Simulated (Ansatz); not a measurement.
Two isomers of C2H8BNSi: A = `CB1CN1[SiH3]`, B = `C=NB(C)[SiH3]`.

Calculated with Ansatz (gas phase, PBE0-D4/def2-TZVP geometries, no zero-point term in ΔE). CCSD(T)/CBS is the MP2 limit (def2-TZVPP, def2-QZVPP) plus CCSD(T) − MP2 in def2-TZVPP, frozen cores. DFT in def2-TZVPP. B3LYP here is the variant with VWN-RPA as its local correlation; programs differ in this. One conformer a species, not always the lowest.

(1) Which is lower in electronic energy at CCSD(T)/CBS, and by how much? (An estimate is asked.)

(2) Give E(B) − E(A) in kJ/mol with PBE-D4, PBE0-D4, B3LYP-D4, CCSD/def2-TZVPP, CCSD(T)/def2-TZVPP, B3LYP, MP2/def2-TZVPP. (Estimate.)

Largest T1 diagnostic: 0.015.

Results:

(1) Computed: A, by 34.3 kJ/mol.

(2) Computed: PBE-D4 12.3, PBE0-D4 30.2, B3LYP-D4 19.2, CCSD/def2-TZVPP 34.8, CCSD(T)/def2-TZVPP 30.1, B3LYP 19.5, MP2/def2-TZVPP 47.9. None reverses the order clearly.

From PBE to PBE0 (25 % exact exchange), in def2-TZVPP and without D4, E(B) − E(A) moves by +18.0 kJ/mol.
